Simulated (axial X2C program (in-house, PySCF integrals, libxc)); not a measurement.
Cu₂: properties at the nuclei

Computed with an axial X2C code built on PySCF integrals: two-component X2C with atomic mean-field Coulomb and Gaunt terms, Gaussian nuclei, basis Cu dyall-cv3z with contracted cores.

R = 2.243 Å (near the PBE0 minimum at charge 0 of the determinant lowest at the starting distance; the state shown can have its own minimum elsewhere).

Determinant lowest in the PBE0 search, Ω = 0 (closed shell), highest spinor 83% Cu s, 10% Cu d, 8% Cu p:

| level | qzz Cu (a.u.) |
| --- | --- |
| PBE0 | 0.16 |
| HF | -0.13 |
| LDA | 0.45 |
| TPSSh | 0.27 |
| BP86 | 0.46 |

Determinant 1.91 eV from it at PBE0 and this distance, Ω = 1 (⟨Sz⟩ = 0.99, ⟨Lz⟩ = 0.01 at PBE0), spin on the atoms Cu 0.50, Cu 0.50:

| level | A∥/gI Cu (MHz) | qzz Cu (a.u.) |
| --- | --- | --- |
| PBE0 | 1840 | -0.05 |
| HF | 1580 | -0.16 |
| LDA | 1740 | 0.26 |
| TPSSh | 1770 | 0.14 |
| BP86 | 1680 | 0.32 |

A∥ (defined per Ω) follows by multiplying with gI = μI/(I μN); qzz is the electric field gradient, eQq0 = 234.96 MHz × Q/barn × qzz. The operators were transformed with the bare-nucleus X2C matrices; with these basis sets, hyperfine constants and field gradients can be off by tens of per cent, and where levels differ in sign neither size nor sign is settled.

Each state is one determinant with collinear spin, which with several unpaired electrons need not be a pure state. Unrestricted Hartree–Fock can overshoot spin polarisation at the nuclei. A closed determinant beside an open π² or δ² triplet, such as (π1/2)², mixes with its partner pair into the 0⁺ component of the triplet and ¹Σ⁺, so its energy is not that of a level, and 0⁺ can lie lowest. With several open shells hyperfine constants can be off by a factor of several. Open-shell Ω = 0 determinants with evenly filled partner blocks cannot be reached by this program, so the Ω shown need not be the lowest component. The search compared states at one distance, so a state with another bond length can lie lower. Further determinants of the search, some of them spin-mixed, are not shown. Where a field gradient or hyperfine factor spreads by more than a factor of two over the levels, a constant derived from it is not to be relied on. PBE0 term energies can be off by some tenths of an eV.
